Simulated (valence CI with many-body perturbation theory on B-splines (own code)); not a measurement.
## E1 line list for La I

Calculated by configuration interaction combined with many-body perturbation theory (CI+MBPT): three valence electrons over a frozen Dirac-Fock core [Xe], a basis of 7 s, 7 p, 7 d, 7 f, 4 g, 2 h functions for each j, with the one-electron correlation potential Σ1 (screened to all orders), the two-electron term Σ2, the three-electron term Σ3, Breit, model QED; selected single and double excitations, second order for the rest, scaled by the run's own slope (own B-spline code, finite nucleus).

Set against measurement, 62 paired levels are off by 609 cm⁻¹ on average, the worst by 1408. These come from a selection out of the NIST Handbook of Basic Atomic Spectroscopic Data. Levels without a partner in it may be off by more, other configurations by several thousand cm⁻¹. 6 measured levels below the end of the list, from 15197 cm⁻¹ on, found no clear computed partner.

Lines 51 to 100 of 566 in falling wavelength, among levels below 34338 cm⁻¹, chosen from the strongest by gf and those to the six lowest levels. Wavelengths and rates use the calculated energies, so an error of 600 cm⁻¹ moves a line at 1029 nm by 6.2 % and its rate by three times that or more. Electric multipoles are in the length gauge, E1 and E2 with the static RPA response of the core. Weak lines are less certain than strong ones. Lines between different terms over intervals too small for the method are left out, as are lines whose strength nearly cancels and 6 of this kind that miss the measured wavelength by over 7 %. Where a level lies close to another of its J and parity, the split of strength between their lines is uncertain. The highest levels of a list are the least certain.

Names give the largest LS component (configuration and term), which can be under half, so a name can repeat, a term be missing and a line seem to break the LS rules; names also repeat where a configuration has a term twice. Letters in brackets count levels of one name in rising energy.

```
λ vac (nm)  λ from measured levels                Upper                 Lower   A (s⁻¹)  S (a.u.) with core polarisation  S without
      1179                               5d2.6p 4S°_3/2            5d3 4P_3/2  1.82e+06                         5.89e+00   6.41e+00
      1178                              5d.6s.7s 4D_3/2    5d2.6p 4D°_3/2 [a]  1.64e+06                         5.29e+00   5.39e+00
      1164                              5d2.6p 2H°_11/2           5d3 2H_11/2  1.28e+06                         1.19e+01   1.33e+01
      1163                                5d2.7s 4F_9/2    5d2.6p 4D°_7/2 [a]  4.98e+06                         3.87e+01   3.82e+01
      1152                           5d2.6p 2D°_5/2 [d]            5d3 2F_7/2  2.90e+06                         1.31e+01   1.38e+01
      1150                                5d2.7s 2F_5/2    5d2.6p 4D°_3/2 [a]  1.52e+06                         6.86e+00   6.86e+00
      1133                             5d.6s.6p 2F°_7/2         5d2.6s 2G_9/2  2.29e+06                         1.32e+01   1.48e+01
      1114                              5d.6s.7s 4D_7/2    5d2.6p 4D°_7/2 [a]  3.39e+06                         1.85e+01   1.90e+01
      1104                           5d2.6p 2P°_3/2 [b]        5d3 2D_5/2 [a]  2.11e+06                         5.59e+00   6.25e+00
      1093                             4f.5d.6s 4F°_9/2           5d3 2H_11/2  1.31e+06                         8.45e+00   9.13e+00
      1075                                5d2.7s 4F_3/2    5d2.6p 2P°_1/2 [a]  2.28e+06                         5.58e+00   5.53e+00
      1075                              5d.6s.6d 2F_5/2  5d.6s.6p 2F°_5/2 [b]  1.53e+06                         5.62e+00   5.67e+00
      1074                                5d2.7s 4F_5/2        5d2.6p 4F°_7/2  3.26e+06                         1.20e+01   1.20e+01
      1071                                5d2.7s 2F_7/2    5d2.6p 4D°_5/2 [a]  1.67e+06                         8.09e+00   8.04e+00
      1069                                5d2.6d 2D_5/2    5d2.6p 4D°_7/2 [c]  1.41e+06                         5.11e+00   5.09e+00
      1063                             5d.6s.6p 2F°_7/2         5d2.6s 2D_5/2  1.99e+06                         9.43e+00   9.34e+00
      1060                                5d2.7s 4F_9/2    5d2.6p 2G°_9/2 [a]  1.26e+06                         7.42e+00   7.16e+00
      1059                                5d2.7s 2D_3/2    5d2.6p 4D°_1/2 [a]  2.82e+06                         6.61e+00   6.61e+00
      1054                           5d2.6p 4G°_5/2 [b]         5d2.6s 2D_3/2  1.51e+06                         5.24e+00   5.37e+00
      1052                              4f.6s.6p 4G_5/2    5d2.6p 2G°_7/2 [a]  1.35e+06                         4.65e+00   4.65e+00
      1047                                5d2.7s 2F_5/2    5d2.6p 2G°_7/2 [a]  7.94e+06                         2.70e+01   2.69e+01
      1043                                5d2.6d 4P_3/2        5d2.6p 4S°_3/2  2.17e+06                         4.86e+00   4.88e+00
      1042                                5d2.7s 4F_3/2        5d2.6p 4F°_5/2  3.13e+06                         6.99e+00   6.90e+00
      1040                           5d2.6p 2G°_7/2 [b]            5d3 2H_9/2  1.32e+06                         5.85e+00   6.35e+00
      1039                                5d2.7s 4F_7/2        5d2.6p 4F°_9/2  2.65e+06                         1.17e+01   1.16e+01
      1038                              4f.6s.6p 4G_5/2    5d2.6p 2F°_5/2 [b]  1.59e+06                         5.27e+00   5.45e+00
      1034                                5d2.7s 2F_7/2    5d2.6p 2G°_9/2 [a]  9.09e+06                         3.96e+01   3.94e+01
      1033                                5d2.7s 2F_5/2    5d2.6p 2F°_5/2 [b]  4.53e+06                         1.48e+01   1.46e+01
      1029                              5d2.6p 2H°_11/2            5d3 2G_9/2  7.04e+05                         4.54e+00   4.75e+00
      1029                    1035   5d2.6p 2D°_5/2 [a]         5d2.6s 2P_3/2  2.26e+06                         7.30e+00   7.93e+00
      1028                                5d2.7s 4F_5/2        5d2.6p 4F°_5/2  4.94e+06                         1.59e+01   1.62e+01
      1026                           5d2.6p 2F°_5/2 [d]            5d3 2F_5/2  1.81e+06                         5.78e+00   6.11e+00
      1009                                5d2.6d 4D_7/2      4f.5d.6s 4H°_9/2  1.14e+06                         4.61e+00   4.74e+00
      1008                                5d2.7s 4F_3/2        5d2.6p 4F°_3/2  8.35e+06                         1.69e+01   1.67e+01
      1007                                5d2.7s 2F_7/2    5d2.6p 2F°_7/2 [b]  6.93e+06                         2.79e+01   2.79e+01
      1001                            5d2.6d 4F_3/2 [b]  5d.6s.6p 2F°_5/2 [a]  2.68e+06                         5.29e+00   5.32e+00
     990.1                    1046   5d2.6p 4D°_7/2 [a]            5d3 4F_9/2  4.91e+06                         1.88e+01   2.04e+01
     989.8                           5d2.6p 2F°_7/2 [d]            5d3 2F_7/2  1.56e+06                         5.98e+00   6.32e+00
     987.7                    1045   5d2.6p 4D°_5/2 [a]            5d3 4F_7/2  5.06e+06                         1.44e+01   1.57e+01
     987.4                               5d2.6p 4P°_5/2            5d3 4P_5/2  1.73e+06                         4.94e+00   5.43e+00
     980.8                           5d2.6p 2G°_9/2 [b]           5d3 2H_11/2  7.40e+06                         3.45e+01   3.71e+01
     979.2                    1036   5d2.6p 4D°_3/2 [a]            5d3 4F_5/2  5.28e+06                         9.80e+00   1.06e+01
     978.8                                5d2.6d 4D_7/2  5d.6s.6p 2F°_5/2 [a]  1.82e+06                         6.74e+00   7.14e+00
     976.3                                5d2.7s 4F_7/2        5d2.6p 4F°_7/2  7.10e+06                         2.61e+01   2.57e+01
     961.9                    1019   5d2.6p 4D°_1/2 [a]            5d3 4F_3/2  6.96e+06                         6.11e+00   6.65e+00
     953.2                                5d2.7s 4F_9/2        5d2.6p 4F°_9/2  7.27e+06                         3.11e+01   2.99e+01
     948.7                          5d.6s.7s 4D_5/2 [a]        5d2.6p 4F°_5/2  2.07e+06                         5.23e+00   5.14e+00
     946.9                           5d2.6p 2D°_5/2 [c]        5d3 2D_5/2 [a]  4.93e+06                         1.24e+01   1.28e+01
     945.7                          5d.6s.7s 4D_5/2 [c]    5d2.6p 2F°_5/2 [b]  1.84e+06                         4.61e+00   4.90e+00
     941.4                              5f.6s.6p 4F_9/2        5d2.6p 4F°_9/2  2.91e+06                         1.20e+01   1.35e+01
```
